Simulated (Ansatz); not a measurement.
This geometry of C2H5NO2Si (11 atoms, charge 0, multiplicity 1) is a first-order saddle point.

The calculation used RKS r2SCANh/def2-SVP (Ansatz 0.2.0).

```xyz
11
Properties=species:S:1:pos:R:3
C -0.346 -0.845 1.279
Si 0.378 0.012 -0.197
O 2.014 0.099 -0.181
N -0.326 -0.274 -1.792
C -0.771 0.922 -1.649
O -0.400 1.561 -0.500
H 0.415 -1.223 1.975
H -0.954 -1.699 0.946
H -1.008 -0.157 1.822
H 2.485 0.060 0.654
H -1.422 1.487 -2.335
```

Which two structures does it join? (They come from a converged band through this point; their orientation in space is the band's.)

No bond is made or broken. The dihedral H7–C1–Si2–O6 goes from 169 to -71°. The two ends are copies of one structure, up to a mirror image or an exchange of like atoms.

Initial state:

```xyz
11
Properties=species:S:1:pos:R:3
C -0.343 -0.847 1.265
Si 0.381 0.061 -0.171
O 1.986 0.354 -0.015
N -0.150 -0.345 -1.806
C -0.747 0.790 -1.736
O -0.547 1.494 -0.581
H 0.121 -1.837 1.381
H -1.422 -0.991 1.113
H -0.203 -0.290 2.203
H 2.398 0.297 0.850
H -1.407 1.256 -2.483
```

Final state:

```xyz
11
Properties=species:S:1:pos:R:3
C -0.354 -0.821 1.278
Si 0.372 0.014 -0.201
O 2.009 0.084 -0.171
N -0.337 -0.278 -1.793
C -0.765 0.925 -1.659
O -0.379 1.569 -0.516
H -0.064 -0.311 2.209
H -0.025 -1.868 1.344
H -1.451 -0.811 1.214
H 2.474 -0.053 0.658
H -1.416 1.493 -2.342
```

How far does it lie above each of them?

0.043 eV above the first and 0.043 eV above the second. This is the barrier of this one path; another mechanism may lie lower.

Time of the run: 11 min on 2 threads of Arm Neoverse V1 (shared host), peak memory 0.32 GiB.
